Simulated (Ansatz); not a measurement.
CHF3O3S, charge +1, doublet, geometry from GFN2-xTB (a state made from the parent by changing its charge; the spin is typed, not shown lowest); SVWN5/6-31G** (Ansatz, a program for electronic structure).

The Ansatz input:
Ansatz 0.2 input:
```yaml
crystal:
  periodic: [false, false, false]
  atoms:
    - {symbol: O, position_ang: [1.42906339, -0.49932130, -1.04534586]}
    - {symbol: S, position_ang: [0.90505429, 0.28501034, 0.15670556]}
    - {symbol: O, position_ang: [1.16163933, -0.32372850, 1.39506263]}
    - {symbol: O, position_ang: [0.77164013, 1.65504555, -0.09425011]}
    - {symbol: C, position_ang: [-1.07432920, -0.22561847, -0.07999974]}
    - {symbol: F, position_ang: [-1.66853787, 0.35043867, 0.90448257]}
    - {symbol: F, position_ang: [-1.39179447, 0.21908339, -1.24703928]}
    - {symbol: F, position_ang: [-1.03649164, -1.51888670, -0.00557957]}
    - {symbol: H, position_ang: [1.93777989, -1.31813850, -0.93779701]}
basis:
  gaussian:
    orbitals: 6-31G__.json
hamiltonian:
  xc: {name: SVWN5}
total_charge: 1
magnetization: {spin_polarized: true, initial_magnetization: 1}
```
The basis file holds 6-31G** in the JSON format of the Basis Set Exchange.

The log (banner, timings and long lists left out):

```
Functional definition: SVWN5
1216 factors; their error is unknown
mean field evaluation 1: about -26010.6235 eV, gradient 7.1e1 eV
mean field evaluation 2: about -25938.1505 eV, gradient 1.5e2 eV
mean field evaluation 4: about -26025.4397 eV, gradient 1.7e1 eV
mean field evaluation 8: about -26026.4319 eV, gradient 3.9e-1 eV
mean field evaluation 16: about -26026.3591 eV, gradient 1.2e-3 eV
mean field -26026.35907917 eV, -956.4510548596 hartree, gradient 6.8e-6 eV, S^2 0.750697; 1 other end points of the search recorded, 0 dependent functions left out
reference -26026.35909578 eV, -956.4510554699 hartree; 37, 36 occupied and 92, 93 virtual orbitals, 1216 factors
Total energy: -26026.35909578 eV, -956.4510554699 hartree
```
